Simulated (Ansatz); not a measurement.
`[CH3][AlH][O][SiH2][SiH3]` + `N[SiH2]F` → `F[SiH2]N[SiH2][SiH3]` + `[CH3][AlH][OH]`  (ligand exchange at the Si–O bond)

Isolated molecules relaxed with PBE0-D4/def2-TZVP in Ansatz; ΔE leaves out vibrations. CCSD(T)/CBS is the MP2 limit (def2-TZVPP, def2-QZVPP) plus CCSD(T) − MP2 in def2-TZVPP, frozen cores. DFT in def2-TZVPP. Each species was taken in one conformer, which may not be the lowest.

`[CH3][AlH][O][SiH2][SiH3]`:

```xyz
14

C     0.222    1.751    1.540
Al    1.320    0.150    1.597
O     1.058   -1.053    0.434
Si    0.330   -1.718   -0.862
Si   -1.322   -0.293   -1.733
H     0.473    2.459    2.334
H     0.333    2.270    0.582
H    -0.840    1.503    1.636
H     2.460   -0.143    2.652
H     1.340   -1.999   -1.921
H    -0.296   -3.016   -0.480
H    -2.369   -0.011   -0.711
H    -0.730    1.009   -2.150
H    -1.980   -0.909   -2.919
```

`N[SiH2]F`:

Cartesian coordinates in Å:
```
N 0.641 0.408 -0.721
Si -0.433 -0.330 0.364
F -0.438 0.306 1.837
H 0.433 1.289 -1.161
H 1.630 0.226 -0.698
H -0.025 -1.741 0.535
H -1.808 -0.159 -0.155
```

`F[SiH2]N[SiH2][SiH3]`:

```xyz
13

F     1.405   -2.567   -0.106
Si    0.893   -1.808    1.208
N     0.588   -0.153    0.929
Si   -0.863    0.571    0.298
Si   -0.507    1.540   -1.806
H     1.976   -1.942    2.208
H    -0.369   -2.468    1.605
H     1.385    0.462    1.022
H    -1.864   -0.525    0.204
H    -1.384    1.610    1.232
H    -0.134    0.502   -2.803
H     0.603    2.530   -1.718
H    -1.730    2.247   -2.273
```

`[CH3][AlH][OH]`:

```xyz
8

C     0.276   -1.216   -0.226
Al    0.015    0.706   -0.168
O    -0.826    1.347    1.164
H    -0.226   -1.653   -1.096
H    -0.113   -1.707    0.669
H     1.336   -1.469   -0.321
H     0.535    1.711   -1.284
H    -0.996    2.282    1.262
```

```
         level  ΔE (eV)
       ωB97X-V     0.58
MP2/def2-QZVPP     0.56
```

Problem. What does CCSD(T)/CBS give? (Best estimate.)

Solution. Ansatz gave: +0.56 eV. The listed levels differ from it by 0.02, 0.00 eV.

Largest T1 diagnostic among the species: 0.012.

In def2-TZVPP, CCSD(T) changes the Hartree–Fock value by −0.13 eV (the triples alone add −0.02 eV) and MP2 by −0.14 eV.
